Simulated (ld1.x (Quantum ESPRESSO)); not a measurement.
**Before and after: TM potential for antimony**

Sb (Z = 51), norm-conserving Troullier–Martins (Kleinman–Bylander form), made with ld1.x (Quantum ESPRESSO) 7.5 (PBE, scalar-relativistic). Core [Kr], reference 4d10 5s2 5p1.5 (charge +1.5). Waves: 5p (bound): rc 1.65 bohr; 4d (bound): rc 1.20 bohr; 5s (bound): rc 1.50 bohr. Local part: the s channel. Core correction: a·sin(br)/r model core, default radius (core density twice the valence density).

Change: wave 5s (bound): rc 1.50 bohr becomes 5s (bound): rc 1.96 bohr.

Cutoffs: the cutoffs (Ry, on a coarse ladder) from which the occupation-weighted sum of valence levels, in a spherical-Bessel basis at the reference potential, stays within 10 and 1 mRy of its value at 400 Ry; they do not see the model core or the augmentation charge, which bear on the density cutoff. Errors are all-electron minus pseudo energies relative to the spin-unpolarised reference configuration.

Question: Predict the effect on cutoff, ghosts and configuration errors.

Answer: The potential gets neither clearly harder nor softer (110 Ry and 180 Ry → 110 Ry and 180 Ry); both files keep a bound ghost (p); of the 7 tests that both files solve, the error grows in 3 and shrinks in 0 by more than 15 % and 0.3 meV (median size 2.4 → 2.4 meV). More of the atom is replaced by a form fitted at one configuration, so other configurations suffer.

```tsv
quantity	base	changed
cutoff, loose	110 Ry	110 Ry
cutoff, tight	180 Ry	180 Ry
loose cutoff by channel (10 mRy a level)	p 40 Ry, d 90 Ry, s 35 Ry	p 40 Ry, d 90 Ry, s 18 Ry
bound ghosts	p	p
error for 4d10 5s2 5p3, meV [ΔE -15.29 eV]	+7.3	+7.7
error for 4d10 5s2 5p2, meV [ΔE -6.97 eV]	+2.2	+2.2
error for 4d10 5s2 5p1, meV [ΔE 9.00 eV]	-1.4	-1.7
error for 4d10 5s0 5p5, meV [ΔE 1.14 eV]	-3.6	-7.4
error for 4d10 5s2 5p2.5, meV [ΔE -12.03 eV]	+4.9	+4.9
error for 4d10 5s1 5p3, meV [ΔE 1.76 eV]	-0.5	-1.7
error for 4d10 5s1 5p4, meV [ΔE -7.18 eV]	+2.4	+2.4
```

 A true bound ghost makes a file unfit for plane-wave use even where its test errors are small: the radial tests pick states by their node count and pass the ghost by.
